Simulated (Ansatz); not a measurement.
One change: `O[SiH2][SiH2]O[SiH3]` becomes `F[SiH2]O[SiH3]`.

Ansatz, PBE0-D4/def2-TZVP geometries, multiplicity 1. Each molecule was computed in one conformer, which needn't be the lowest.

```
                                                                                  property  `O[SiH2][SiH2]O[SiH3]`
                                                         LUMO energy (PBE/def2-TZVPP) / eV                   -1.79
                                                       HOMO–LUMO gap (PBE/def2-TZVPP) / eV                    4.55
ideal-gas entropy at 298 K and 1 bar (rigid rotor, harmonic PBE0-D4/def2-TZVP) / J/(mol·K)                     415
                                                      HOMO–LUMO gap (PBE0/def2-TZVPP) / eV                    6.63
                                                     LUMO energy (ωB97M-V/def2-TZVPP) / eV                    0.80
                                                        HOMO energy (PBE0/def2-TZVPP) / eV                   -7.57
```

Q: Give the same properties after the change, and the shifts. (An estimate is asked.)

A: The calculation gave: 
```tsv
property	`F[SiH2]O[SiH3]`	shift
LUMO energy (PBE/def2-TZVPP) / eV	-0.93	0.86
HOMO–LUMO gap (PBE/def2-TZVPP) / eV	6.64	2.09
ideal-gas entropy at 298 K and 1 bar (rigid rotor, harmonic PBE0-D4/def2-TZVP) / J/(mol·K)	350	-65
HOMO–LUMO gap (PBE0/def2-TZVPP) / eV	8.96	2.33
LUMO energy (ωB97M-V/def2-TZVPP) / eV	1.65	0.85
HOMO energy (PBE0/def2-TZVPP) / eV	-9.01	-1.44
```

With PBE0 the HOMO falls by 1.44 eV and the LUMO rises by 0.89 eV, so the gap widens by about 2.33 eV. PBE moves the HOMO by -1.23 eV and ωB97M-V by -1.63 eV. The zero-point energy changes by -74.3 kJ/mol with -12 modes. Modes under 60 cm⁻¹, often nearly free rotors, make the harmonic entropy too high.
